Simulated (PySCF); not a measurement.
Molecule: `InChI=1S/C5H6OS/c1-6-5-3-2-4-7-5/h2-4H,1H3`.

Cartesian coordinates in Å; atom numbers follow the order of the lines, from 1:
```xyz
13

C     2.577    0.351    0.197
O     1.594   -0.274   -0.585
C     0.314   -0.073   -0.258
C    -0.767   -0.587   -0.928
C    -1.998   -0.194   -0.332
C    -1.843    0.603    0.768
S    -0.176    0.897    1.107
H     2.465    1.450    0.179
H     2.535    0.007    1.246
H     3.549    0.081   -0.233
H    -0.662   -1.218   -1.809
H    -2.976   -0.495   -0.711
H    -2.607    1.042    1.407
```

Geometry PBE0-D3(BJ)/def2-SVP throughout; GIAO in PySCF, gas phase, one conformer, non-relativistic; equivalent atoms averaged; basis pcSseg-1.

For orientation, KT3 gives these absolute shieldings σ: C5 63.5, C6 78.8, C4 85.3, C1 124.2, O2 217.0, S7 356.1, H12 24.65, H11 25.15, H13 25.26 ppm.

A run gave: C5 49.7, C6 65.4, C4 75.3, C1 127.2, O2 242.7, S7 332.0, H12 24.56, H11 25.08, H13 25.15 ppm (absolute shieldings σ).

Question: Which functional was used in that run?
A. BP86
B. BHandHLYP
C. B3LYP
D. PBE0

Answer: B. O2 tells them apart best: BHandHLYP gives 242.7, PBE0 gives 230.7, BP86 gives 214.8, B3LYP gives 223.9 ppm.
